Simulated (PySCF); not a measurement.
From computed data to an observable: oscillator strength and radiative lifetime

C₂H₆O₂Sn, SMILES C=[CH][SnH]([OH])[OH].

The structure is a stationary point at B3LYP-D3(BJ)/def2-SVP. The structure was generated by enumeration; whether it is a known compound was not checked. The def2 effective core potentials stand for the cores of Sn; spin–orbit coupling is left out. The values are those of a single conformer.

TDA-PBE0/def2-SVPD in PySCF puts the first singlet state with f over 0.02 at 6.38 eV (vertical), with the transition dipole (-0.268, -0.203, -0.342) in atomic units.

Question: Find the oscillator strength, the wavelength and the radiative lifetime that this transition would have in vacuum if emission retraced absorption.

Answer: 
|μ|² = 0.2300 au, so |μ| = 1.22 D. ΔE = 6.38/27.211 = 0.2345 hartree. f = (2/3) ΔE |μ|² = 0.036 (the program prints 0.036).
λ = 1239.84/6.38 = 194 nm; ν = 51458 cm⁻¹.
Einstein's coefficient A = 0.6670 ν² f s⁻¹ (ν in cm⁻¹) = 6.3e7 s⁻¹, so τ = 1/A = 16 ns. This state is S2; the lower singlet has f = 0.019. The figure is the radiative limit of this one transition; relaxation, internal conversion, crossing to triplets and a medium change what is measured.
